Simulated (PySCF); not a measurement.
## Unknown compound

An unknown has the formula C4H5ClO3. Its calculated NMR data are:

¹H NMR (600 MHz, computed): δ 8.14 (s, 1H), 5.90 (s, 2H), 4.71 (br s, 1H), 4.53 (br s, 1H).

¹³C{¹H} NMR (computed): δ 164.9 (CH), 154.4 (C), 93.5 (CH2), 86.3 (CH2).

Gas phase, a single conformation, non-relativistic Hamiltonian, fast rotation and ring inversion assumed for equivalent nuclei. σ from GIAO-PBE0/pcSseg-1; GFN2-xTB geometry; PySCF 2.14.

Chemical shifts δ = σref − σ; ¹H (31.72 ppm) and ¹³C (186.93 ppm) against TMS, all at this level.

Deduce the structure.

Results:


1. The formula gives 2 degrees of unsaturation (no ring in the answer).
2. 4 carbon signals for 4 carbons: no two carbons are equivalent.
3. Carbon types of the structure: 1 × C, 1 × CH, 2 × CH2, which accounts for all hydrogens.
4. δC 164.9: ester carbonyl carbon; lone-pair donation from the attached heteroatom keeps it upfield of a ketone carbonyl.
5. δC 154.4: alkene carbon bearing oxygen; an sp2 carbon further deshielded by the attached heteroatom.
6. δC 93.5: β carbon of an enol-ether or enamine type C=C; the O or N lone pair pushes π density onto this β carbon and shields it.
7. δC 86.3: sp3 carbon bearing two oxygens; 2 electronegative neighbours deshield it.
8. δH 8.14: hydrogen on an ester carbonyl carbon.
9. δH 5.90: hydrogen on an sp3 carbon bearing two oxygens; its carbon carries O, hence the downfield position.
10. δH 4.71, 4.53: hydrogen on a β carbon of an enol-ether or enamine type C=C; lone-pair donation from O or N shields it, upfield of ordinary alkene protons.

The compound is `C=C(Cl)OCOC=O`.

The shifts were computed for this structure.

Carbons that carry Cl, above all several Cl atoms, come out too deshielded, partly because spin–orbit coupling is missing. Shifts are as computed. Against solution values, carbons near 30 ppm lie about +3 ppm off and those near 130 ppm about +5 ppm; carbons on Cl a further +6 ppm. Of 1211 compounds with measured shifts, 218 miss one by over three times the rms of a fit or turn the order of signals round; such compounds aren't used in these exercises. No couplings were computed; multiplicities are counted from neighbouring protons, with m where these are inequivalent, close in shift, in a saturated or five-membered ring or joined by F or P, and br s for small geminal =CH2 splittings.
